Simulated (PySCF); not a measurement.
Stepwise substitution at one centre (Sn CH3-OCH3). Gas-phase values, no solvent. One relaxed conformer stands for each flexible species; it need not be the lowest. Strings in code marks are SMILES.

The LUMO from two functionals at the same geometries (r2SCAN-D4/def2-SVP), both in PySCF: PBE-D3(BJ)/def2-TZVP and r2SCAN-D4/def2-TZVP. 

```tsv
species	PBE-D3(BJ)/def2-TZVP (eV)
2 of 4 CH3 replaced by OCH3	-1.08
3 of 4 CH3 replaced by OCH3 (`[O]([Sn]([O]C)([O]C)[CH3])C`)	-1.85
4 of 4 CH3 replaced by OCH3 (`C[O][Sn]([O]C)([O]C)[O]C`)	-2.73
```

Problem. What does r2SCAN-D4/def2-TZVP give for each?

Solution. 
- 2 of 4 CH3 replaced by OCH3: -0.74
- 3 of 4 CH3 replaced by OCH3 (`[O]([Sn]([O]C)([O]C)[CH3])C`): -1.58
- 4 of 4 CH3 replaced by OCH3 (`C[O][Sn]([O]C)([O]C)[O]C`): -2.52
Over these rows, drawn at random from the members with no instability flagged (it was tested for open shells, ions and some series alone), PBE minus r2SCAN-D4: mean -0.27 eV, from -0.34 eV to -0.21 eV.
